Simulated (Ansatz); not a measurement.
One change: `OC(=[Se])O[SiH3]` becomes `OC(O)=[Se]`.

Ansatz, PBE0-D4/def2-TZVP geometries, multiplicity 1. Each molecule was computed in one conformer, which needn't be the lowest.

Scalar relativity is left out up to krypton.

| property | `OC(=[Se])O[SiH3]` |
| --- | --- |
| LUMO energy (B3LYP/def2-TZVPP) / eV | -1.44 |
| LUMO energy (ωB97M-V/def2-TZVPP) / eV | 0.92 |
| HOMO–LUMO gap (PBE/def2-TZVPP) / eV | 3.40 |
| HOMO–LUMO gap (PBE0/def2-TZVPP) / eV | 5.43 |
| LUMO energy (PBE0/def2-TZVPP) / eV | -1.22 |
| size of the dipole moment (ωB97M-V/def2-TZVPP) / D | 0.94 |

Task: Give the same properties after the change, and the shifts. (Best estimate.)

Result: Ansatz gave: 
```json
{"property": "LUMO energy (B3LYP/def2-TZVPP) / eV", "`OC(O)=[Se]`": "-1.41", "shift": "0.03"}
{"property": "LUMO energy (ωB97M-V/def2-TZVPP) / eV", "`OC(O)=[Se]`": "1.01", "shift": "0.09"}
{"property": "HOMO–LUMO gap (PBE/def2-TZVPP) / eV", "`OC(O)=[Se]`": "3.44", "shift": "0.04"}
{"property": "HOMO–LUMO gap (PBE0/def2-TZVPP) / eV", "`OC(O)=[Se]`": "5.50", "shift": "0.07"}
{"property": "LUMO energy (PBE0/def2-TZVPP) / eV", "`OC(O)=[Se]`": "-1.17", "shift": "0.05"}
{"property": "size of the dipole moment (ωB97M-V/def2-TZVPP) / D", "`OC(O)=[Se]`": "1.02", "shift": "0.08"}
```

Dipoles are sizes alone; their direction can turn.

B3LYP here is the variant with VWN-RPA as its local correlation; programs differ in this.

Spin–orbit coupling is left out; it splits and shifts lone-pair levels of the heavy atoms by tenths of an eV.
